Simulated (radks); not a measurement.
Task: Species: the barium ion Ba4+. Configuration: [Kr] 4d10 5s2 5p4. Method: Dirac Kohn-Sham, B86b exchange with PBE correlation, spin-unpolarised, spherical densities, finite nucleus; open shells are shared between the two j in proportion to 2j + 1; Fermi nuclear charge, rms radius 4.8378 fm; computed with a radial shooting solver on a logarithmic mesh with Libxc functionals. Some entries of the table are withheld. Estimate them.

orbital,occ.,eigenvalue (hartree),r(max) (bohr),<r^2> (bohr^2)
1s1/2,2,-1369.682,0.01642,0.0008884
2s1/2,2,-217.6613,0.09302,0.01415
2p1/2,2,(1),(2),(3)
2p3/2,4,(4),(5),(6)
3s1/2,2,(7),0.2665,0.09728
3p1/2,2,-41.84977,0.2531,0.09209
3p3/2,4,-39.13708,0.2642,0.09982
3d3/2,4,-29.90120,0.2133,0.08258
3d5/2,6,-29.32296,0.2164,0.08479
4s1/2,2,-10.41618,0.6252,0.5117
4p1/2,2,-8.50114,0.6372,0.5512
4p3/2,4,-7.93464,0.6612,0.5945
4d3/2,4,-4.80380,0.6901,0.7268
4d5/2,6,-4.70707,0.6981,0.7446
5s1/2,2,-2.58082,1.446,2.771
5p1/2,1.33333,-2.04688,1.574,3.375
5p3/2,2.66667,-1.95546,1.633,3.619

Result: 
(1) 2p1/2 eigenvalue (hartree): -205.1235
(2) 2p1/2 r(max) (bohr): 0.07107
(3) 2p1/2 <r^2> (bohr^2): 0.01041
(4) 2p3/2 eigenvalue (hartree): -191.0915
(5) 2p3/2 r(max) (bohr): 0.07614
(6) 2p3/2 <r^2> (bohr^2): 0.01168
(7) 3s1/2 eigenvalue (hartree): -47.11359
